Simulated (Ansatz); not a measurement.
```yaml
crystal:
  periodic: [false, false, false]
  atoms:
    - {symbol: Cu, position_ang: [-0.081447, -0.093208, 0.000394]}
    - {symbol: N, position_ang: [-0.300573, -0.010126, 1.844906]}
    - {symbol: H, position_ang: [0.093352, 0.853350, 2.223941]}
    - {symbol: H, position_ang: [0.225451, -0.749895, 2.315284]}
    - {symbol: N, position_ang: [0.022419, -0.308099, -1.843579]}
    - {symbol: H, position_ang: [0.823843, 0.195950, -2.228402]}
    - {symbol: H, position_ang: [-0.783046, 0.112039, -2.312544]}
basis:
  gaussian: {orbitals: x2c-TZVPPall}
magnetization: {spin_polarized: true, initial_magnetization: 1}
hamiltonian: {xc: {name: rPW86-PBE}}
scf: {omitted_lower_state_checks: [starts]}
output: {forces: true}
```

```sh
$ ansatz run in.yaml --threads 4 --pin off --events-out ev --progress --plain --max-ram 3916MiB
```

Shortened log:

```
Functional definition: rPW86-PBE
1042 factors; their error is unknown
mean field evaluation 1: about -48082.9976 eV, gradient 7.9e1 eV
mean field evaluation 2: about -47953.5916 eV, gradient 1.8e2 eV
mean field evaluation 4: about -48103.3809 eV, gradient 4.0e1 eV
mean field evaluation 8: about -48105.9716 eV, gradient 1.2e1 eV
mean field evaluation 16: about -48106.9280 eV, gradient 9.5e-1 eV
mean field -48106.90476701 eV, -1767.8961421564 hartree, gradient 1.1e-5 eV, S^2 0.754179; 0 other end points of the search recorded, 0 dependent functions left out
reference -48106.90488240 eV, -1767.8961463968 hartree; 24, 23 occupied and 158, 159 virtual orbitals, 1042 factors
Total energy: -48106.90488240 eV, -1767.8961463968 hartree
Relativity: scalar
Atom 0 at    -0.081447    -0.093208     0.000394 Å, force    -0.870711    -0.996097     0.004072 eV/Å
Atom 1 at    -0.300573    -0.010126     1.844906 Å, force     1.047089     0.360908    -0.602100 eV/Å
Atom 2 at     0.093352     0.853350     2.223941 Å, force    -0.543052     0.182573     0.329542 eV/Å
Atom 3 at     0.225451    -0.749895     2.315284 Å, force     0.006263    -0.111781     0.074537 eV/Å
Atom 4 at     0.022419    -0.308099    -1.843579 Å, force     0.220100     1.088798     0.596223 eV/Å
Atom 5 at     0.823843     0.195950    -2.228402 Å, force     0.252146    -0.515295    -0.328203 eV/Å
Atom 6 at    -0.783046     0.112039    -2.312544 Å, force    -0.111834    -0.009106    -0.074070 eV/Å
Dipole moment:     0.191183     0.218731    -0.000886 e Å
Checks for a lower state left out: starts
```

Run time 4.4 s (4 threads of Intel Xeon Platinum 8488C on a shared host).

DK, ANO-RCC and x2c sets are all-electron and run with scalar relativity unless a key says otherwise.
